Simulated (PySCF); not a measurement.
Isomers of C7H6ClF3O, one GFN2-xTB conformer each. Single-point energies are computed at PBE0/pcSseg-1 (PySCF, gas phase, no added dispersion term), electronic only.

Question: Rank them by PBE0/pcSseg-1 energy, lowest first (kcal/mol).
A. `[CH2:1]=[CH:2][C@@:3]1([C:4]([F:5])([F:6])[F:7])[CH2:8][C@@H:9]1[C:10](=[O:11])[Cl:12]` with C1–C2–C3–C4 -126°, C8–C9–C10–O11 -9°
B. `[CH2:1]=[CH:2][C@@:3]1([C:4](=[O:5])[Cl:6])[CH2:7][C@@H:8]1[C:9]([F:10])([F:11])[F:12]` with C1–C2–C3–C4 113°, C2–C3–C4–O5 160°
C. `[CH:1]#[C:2]/[C:3]([Cl:4])=[C:5](/[CH2:6][CH2:7][F:8])[O:9][CH:10]([F:11])[F:12]` with C3–C5–C6–C7 -75°, C5–C6–C7–F8 -66°, C3–C5–O9–C10 149°, C5–O9–C10–F11 90°

Answer: A (0.0), B (1.6), C (46.2).

As drawn, the lowest has a three-membered ring, a C=O bond and a quaternary carbon, which the highest lacks; the highest has a C≡C bond, which the lowest lacks. Neighbours under 2.5 kcal/mol apart (C=C[C@@]1(C(F)(F)F)C[C@@H]1C(=O)Cl and C=C[C@@]1(C(=O)Cl)C[C@@H]1C(F)(F)F) can change places with a better method, another conformer or zero-point energy. GFN2-xTB itself gives, in the same order: 0.0, 0.4, 23.3. Both levels put the same isomer lowest; measured from each level's own lowest isomer, the values differ by up to 22.9 kcal/mol (C#C/C(Cl)=C(/CCF)OC(F)F: 23.3 against 46.2).

Question: Which frontier levels, dipoles and rotational constants go with these structures?

Answer: 
```
                            SMILES  HOMO (eV, PBE0/pcSseg-1)  LUMO (eV)  dipole (D)        A, B, C (MHz)
C=C[C@@]1(C(F)(F)F)C[C@@H]1C(=O)Cl                     -8.32      -1.52        4.60   1175, 631.3, 531.5
C=C[C@@]1(C(=O)Cl)C[C@@H]1C(F)(F)F                     -8.09      -1.40        4.45   1195, 650.9, 551.2
           C#C/C(Cl)=C(/CCF)OC(F)F                     -7.05      -1.39        2.46  959.7, 593.3, 417.7
```

Question: As an exercise, what shares would exp(−E/RT) give at 2000 K from these electronic energies alone (no entropy, no degeneracies)?

Answer: RT = 3.974 kcal/mol: C=C[C@@]1(C(F)(F)F)C[C@@H]1C(=O)Cl 59.8 %, C=C[C@@]1(C(=O)Cl)C[C@@H]1C(F)(F)F 40.2 %, C#C/C(Cl)=C(/CCF)OC(F)F under 0.1 %.
